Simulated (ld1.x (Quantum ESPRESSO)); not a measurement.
**Scattering properties, RRKJ potential for Re**

```json
{"Element": "Re (Z = 75)", "Generator": "ld1.x (Quantum ESPRESSO) 7.5", "Type": "norm-conserving RRKJ (Kleinman–Bylander form)", "Functional": "LDA (PZ)", "Relativity": "scalar-relativistic", "Frozen core": "[Xe] 4f14", "Valence charge": "7", "Reference configuration": "5d5 6s2 6p0", "Partial waves": "6p (bound, empty): rc 3.95 bohr; 5d (bound): rc 2.45 bohr; 6s (bound): rc 2.70 bohr", "Local potential": "the s channel", "Core correction": "none"}
```

The phase is arctan(r·u′/u) with u = r·R(r), unwrapped; energies in Ry, scanned from -2 to 5 Ry. A pole is an energy at which the radial function vanishes at the test radius. The pseudo phase is shifted by a multiple of π to meet the all-electron one at the reference energy, and phase errors are pseudo minus all-electron; the curves can meet again beyond the range given. Levels narrower than the energy grid can be missing from the lists of poles.

Problem. For each channel, where are the poles, and over which energies does the pseudopotential scatter like the atom?

Solution.

| channel | radius (bohr) | reference energy (Ry) | poles, all-electron | poles, pseudo | unbroken range about the reference energy with phases within 0.05 rad | phase error 1 Ry above the reference energy (rad) |
| --- | --- | --- | --- | --- | --- | --- |
| s | 4.32 | -0.45 | -0.23, 2.48 | -0.23, 2.29 | below 0.7 | -0.017 |
| p | 4.32 | -0.11 | 0.45, 3.38 | 0.45, 3.05 | below 1.3 | -0.009 |
| d | 4.32 | -0.41 | -0.37, 1.67, 4.96 | -0.37, 1.79 | below 0.4 | +0.131 |

Phases in the p channel:

```csv
E (Ry),all-electron,pseudo
-2.00,1.396,1.396
-1.76,1.382,1.382
-1.52,1.365,1.364
-1.28,1.341,1.341
-1.04,1.306,1.306
-0.80,1.250,1.250
-0.56,1.140,1.139
-0.32,0.804,0.803
-0.08,-0.655,-0.655
0.16,-1.367,-1.367
0.40,-1.547,-1.549
0.64,-1.641,-1.645
0.88,-1.719,-1.728
1.12,-1.814,-1.836
1.36,-1.985,-2.060
1.60,-2.499,-2.910
1.84,-3.823,-4.138
2.08,-4.345,-4.453
2.32,-4.510,-4.570
2.56,-4.590,-4.634
2.80,-4.639,-4.677
3.04,-4.674,-4.712
3.28,-4.702,-4.742
3.52,-4.727,-4.774
3.76,-4.750,-4.812
4.00,-4.775,-4.865
4.24,-4.803,-4.960
4.48,-4.840,-5.217
4.72,-4.895,-6.491
4.96,-4.995,-7.444
```
